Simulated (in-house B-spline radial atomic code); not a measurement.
# Ionising Rb VIII (Rb7+) with different functionals

Computed with a radial B-spline atomic code at the basis-set limit: non-relativistic Hamiltonian, point nucleus, spin-polarised at highest spin, spherical fractional occupations for the functionals, and exact exchange of hybrids averaged over the configuration. The ionisation energy is the difference of two self-consistent energies, [Ar] 3d10 4s2 → [Ar] 3d10 4s1, without Breit or QED terms; ε is the level of the shell that loses the electron (its least bound occupied spin orbital). There is no spin-orbit coupling in this Hamiltonian.

| method | rung | ΔSCF (eV) | -ε(4s) (eV) |
| --- | --- | --- | --- |
| PBE0 | global hybrid | 130.93 | 125.07 |
| B3LYP | global hybrid | 131.50 | 125.12 |
| TPSSh | global hybrid | 130.72 | 123.97 |
| M06-2X | global hybrid | 131.06 | 125.70 |
| BHandHLYP | global hybrid | 130.81 | 126.79 |
| r2SCAN0 | global hybrid | 130.32 | 125.29 |
| B97-1 | global hybrid | 131.30 | 124.71 |
| HSE06 | range-separated hybrid | 131.02 | 124.86 |
| wB97X | range-separated hybrid | 130.55 | 128.10 |
| CAM-B3LYP | range-separated hybrid | 131.50 | 127.03 |
| LC-wPBE | range-separated hybrid | 131.26 | 128.56 |

**Question.** Among the functionals, which spreads more, the ΔSCF values or the orbital energies?

**Answer.** The orbital energies: ΔSCF values span about 1.18 eV and the orbital energies 4.59 eV.

**Question.** How do they compare with the NIST value?

**Answer.** NIST lists 132.8 eV ± 0.25 (semi-empirical, ground level to ground level). Errors run from -2.47 to -1.29 eV. The correlated functionals all miss on the same side by more than they spread, so the cause is common to them (relativity, Breit-QED terms, or a listed next ion that isn't the cheapest removal here) and closeness doesn't rank the functionals.
